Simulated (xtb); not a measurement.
Se (SMILES [Se+]), charge +1, quartet; GFN0-xTB run with xtb.

xtb was given this input:
```
$ xtb mol.xyz --gfn 0 --chrg 1 --uhf 3 --ohess --json

# file mol.xyz
1

Se     0.00000000     0.00000000     0.00000000
```

What the program printed (banner, timings and long lists left out):

```
   ID    Z sym.   atoms
    1   34 Se     1

           -------------------------------------------------
          |                Calculation Setup                |
           -------------------------------------------------

           -------------------------------------------------
          |                 G F N 0 - x T B                 |
           -------------------------------------------------

          ...................................................
          :                      SETUP                      :
          :.................................................:
          :  # basis functions                  10          :
          :  # atomic orbitals                   9          :
          :  # shells                            3          :
          :  # electrons                         5          :
          :  electronic temp.          300.0000000     K    :
          :  accuracy                    1.0000000          :
          :  -> integral cutoff          0.2500000E+02      :
          :  -> integral neglect         0.1000000E-07      :
          ...................................................

         :::::::::::::::::::::::::::::::::::::::::::::::::::::
         ::                     SUMMARY                     ::
         :::::::::::::::::::::::::::::::::::::::::::::::::::::
         :: total energy              -1.222956130790 Eh    ::
         :: gradient norm              0.000000000000 Eh/a0 ::
         :: HOMO-LUMO gap             13.023675700000 eV    ::
         ::.................................................::
         :: H0 energy                 -2.853473803606 Eh    ::
         :: repulsion energy           0.000000000000 Eh    ::
         :: electrostat energy         1.630517672816 Eh    ::
         :: -> Gsolv                   0.000000000000 Eh    ::
         ::    -> Gsasa                0.000000000000 Eh    ::
         ::    -> Gshift               0.000000000000 Eh    ::
         :: dispersion energy          0.000000000000 Eh    ::
         :: short-range corr.          0.000000000000 Eh    ::
         :: add. restraining           0.000000000000 Eh    ::
         :: total charge               1.000000000000 e     ::
         :::::::::::::::::::::::::::::::::::::::::::::::::::::

      -----------------------------------------------------------
     |                   =====================                   |
     |                        A N C O P T                        |
     |                   =====================                   |
     |               Approximate Normal Coordinate               |
     |                Rational Function Optimizer                |
      -----------------------------------------------------------
      -----------------------------------------------------------
     |                   =====================                   |
     |                        A N C O P T                        |
     |                   =====================                   |
     |               Approximate Normal Coordinate               |
     |                Rational Function Optimizer                |
      -----------------------------------------------------------
================
 final structure:
================
1
 xtb: 6.7.1 (edcfbbe)
Se           0.00000000000000        0.00000000000000        0.00000000000000

 Bond Distances (Angstroems)
 ---------------------------

 selected bond angles (degree)
 --------------------

 selected dihedral angles (degree)
 ---------------------------------

           -------------------------------------------------
          |                Final Singlepoint                |
           -------------------------------------------------

          ...................................................
          :                      SETUP                      :
          :.................................................:
[...]
         :: total energy              -1.222956130790 Eh    ::
[...]

 dipole moment from electron density (au)
     X       Y       Z
   0.0000   0.0000   0.0000  total (Debye):    0.000

           -------------------------------------------------
          |               Frequency Printout                |
           -------------------------------------------------
 vibrational frequencies (cm⁻¹)
eigval :        0.11     0.11     0.11
 reduced masses (amu)
   1:  0.00   2:  0.00   3:  0.00
 IR intensities (km·mol⁻¹)
   1:  0.00   2:  0.00   3:  0.00
 Raman intensities (Ä⁴*amu⁻¹)
   1:  0.00   2:  0.00   3:  0.00
 output can be read by thermo (or use thermo option).
 writing <g98.out> molden fake output.
 recommended (thermochemical) frequency scaling factor: 1.0
           -------------------------------------------------
          |             Thermodynamic Functions             |
           -------------------------------------------------

Kh  symmetry found (for desy threshold:  0.10E+00) used in thermo

          ...................................................
          :                      SETUP                      :
          :.................................................:
          :  # frequencies                           0      :
          :  # imaginary freq.                       0      :
          :  linear?                              true      :
          :  only rotor calc.                     true      :
          :  symmetry                               Kh      :
          :  rotational number                       1      :
          :  scaling factor                  1.0000000      :
          :  rotor cutoff                   50.0000000 cm⁻¹ :
          :  imag. cutoff                  -20.0000000 cm⁻¹ :
          :.................................................:

    mode    ω/cm⁻¹     T·S(HO)/kcal·mol⁻¹    T·S(FR)/kcal·mol⁻¹   T·S(vib)
   ------------------------------------------------------------------------
   ------------------------------------------------------------------------

   temp. (K)  partition function   enthalpy   heat capacity  entropy
                                   cal/mol     cal/K/mol   cal/K/mol   J/K/mol
 298.15  VIB   1.00                    0.000      0.000      0.000
         ROT   1.00                    0.000      0.000      0.000
         INT   1.00                    0.000      0.000      0.000
         TR   0.679E+27             1481.254      4.968     38.996
         TOT                        1481.2539     4.9681    38.9961   163.1598

       T/K    H(0)-H(T)+PV         H(T)/Eh          T*S/Eh         G(T)/Eh
   ------------------------------------------------------------------------
    298.15    0.236053E-02    0.236053E-02    0.185283E-01   -0.161678E-01
   ------------------------------------------------------------------------

         :::::::::::::::::::::::::::::::::::::::::::::::::::::
         ::                  THERMODYNAMIC                  ::
         :::::::::::::::::::::::::::::::::::::::::::::::::::::
         :: total free energy          -1.239123925220 Eh   ::
         ::.................................................::
         :: total energy               -1.222956130790 Eh   ::
         :: zero point energy           0.000000000000 Eh   ::
         :: G(RRHO) w/o ZPVE           -0.016167794431 Eh   ::
         :: G(RRHO) contrib.           -0.016167794431 Eh   ::
         :::::::::::::::::::::::::::::::::::::::::::::::::::::

optimized geometry written to: xtbopt.xyz

           -------------------------------------------------
          | TOTAL ENERGY               -1.222956130790 Eh   |
          | TOTAL ENTHALPY             -1.220595602410 Eh   |
          | TOTAL FREE ENERGY          -1.239123925220 Eh   |
          | GRADIENT NORM               0.000000000000 Eh/α |
          | HOMO-LUMO GAP              13.023675700000 eV   |
           -------------------------------------------------

normal termination of xtb
```
